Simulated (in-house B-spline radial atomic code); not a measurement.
Rb⁸⁺. Computed with a B-spline radial atomic code. Model: all-electron spherical atom, spin shells full or empty, radial basis limit, no spin-orbit coupling, Breit or QED, empty-state partial waves extrapolated as (l+1/2)^-4, RPA, G0W0 and static COHSEX of the highest shell as one setting changes (uncorrelated shells keep exact exchange).

Empty levels are discrete states of a finite basis, so the steps are uneven.

Given: element Rb; charge 8; filled core Ar; hamiltonian one-electron scalar X2C; mean-field start Hartree-Fock; highest l of empty states 9; nuclear rms radius 4.2036 fm; lowest nl shells left uncorrelated 0; highest mean-field shell 4s up; box radius 7.7 bohr.

Shell: 3d 5 5, 4s 1 0 (electrons up and down).

| highest empty level kept (hartree) | RPA correlation energy (hartree) | G0W0 level (eV) | G0W0 minus most complete (meV) | COHSEX level (eV) | linearised minus solved G0W0 (meV) |
| --- | --- | --- | --- | --- | --- |
| 27 | -0.79634 | -151.17 | 209.9 | -152.19 | 0.2 |
| 54 | -1.1328 | -151.25 | 126.1 | -152.41 | 0.3 |
| 94.5 | -1.373 | -151.31 | 72.7 | -152.56 | 0.3 |
| 162 | ? | ? | ? | ? | ? |
| 270 | -1.7172 | -151.35 | 28.7 | -152.69 | 0.3 |
| 486 | -1.8432 | -151.36 | 16.1 | -152.73 | 0.3 |
| 810 | -1.9269 | -151.37 | 8.6 | -152.75 | 0.3 |
| 1620 | ? | ? | ? | ? | ? |
| 3240 | -2.0385 | -151.38 | 2 | -152.77 | 0.3 |
| 6750 | -2.0614 | -151.38 | 0.7 | -152.77 | 0.3 |
| 16200 | -2.0709 | -151.38 | 0.2 | -152.78 | 0.3 |
| 54000 | -2.0737 | -151.38 | 0 | -152.78 | 0.3 |

Task: What follows for highest empty level kept = 162?

Result: RPA correlation energy -1.5629 hartree; G0W0 level -151.33 eV; G0W0 minus most complete 46.4 meV; COHSEX level -152.64 eV; linearised minus solved G0W0 0.3 meV.

Task: What follows for highest empty level kept = 1620?

Result: RPA correlation energy -2 hartree; G0W0 level -151.38 eV; G0W0 minus most complete 4.1 meV; COHSEX level -152.76 eV; linearised minus solved G0W0 0.3 meV.
